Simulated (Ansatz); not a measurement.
Gas-phase electronic energies from Ansatz, PBE0-D4/def2-TZVP geometries. CCSD(T)/CBS is the MP2 limit (def2-TZVPP, def2-QZVPP) plus CCSD(T) − MP2 in def2-TZVPP, frozen cores. This one scheme is used for every species. Functionals use def2-TZVPP. HSE06 is defined as in plane-wave codes. Each species was taken in one conformer, which may not be the lowest.

Reaction (cleavage of the Si–Al bond): `C=C[SiH2][AlH2]` + `N[SiH3]` → `C=C[SiH2]N[SiH3]` + `[AlH3]`

Q: Is it downhill or uphill in electronic energy at CCSD(T)/CBS, and by how much? (An estimate is asked.)

A: The calculation gave: Downhill: ΔE = -0.64 eV.

Q: What do these levels give: r2SCAN-D4, r2SCAN0-D4, HSE06-D4, ωB97M-V, B2PLYP, PBE, r2SCAN, HSE06, LC-ωPBE, CCSD(T)/def2-SVP, CCSD/def2-TZVPP, CCSD/CBS(def2)? (Estimate.)

A: Ansatz gave: r2SCAN-D4 -0.55, r2SCAN0-D4 -0.59, HSE06-D4 -0.47, ωB97M-V -0.69, B2PLYP -0.63, PBE -0.36, r2SCAN -0.54, HSE06 -0.44, LC-ωPBE -0.55, CCSD(T)/def2-SVP -0.62, CCSD/def2-TZVPP -0.65, CCSD/CBS(def2) -0.65 eV.

Largest T1 diagnostic among the species: 0.012.

Leaving LDA and LC-ωPBE aside and taking each functional with its dispersion term where it has one, the values, not all of them listed here, spread over 0.31 eV, from BHLYP-D4 to PBE-D4. LDA lies −0.08 eV from PBE without D4. From BLYP to BHLYP (50 % exact exchange), in def2-TZVPP and without D4, ΔE moves by −0.17 eV. The D4 term adds −0.07 eV with B3LYP and −0.04 eV with PBE0; it sums over pairs of atoms, weighted by their polarisabilities, and B3LYP, whose exchange is more repulsive, gets the larger term.

B3LYP here is the variant with VWN-RPA as its local correlation; programs differ in this.
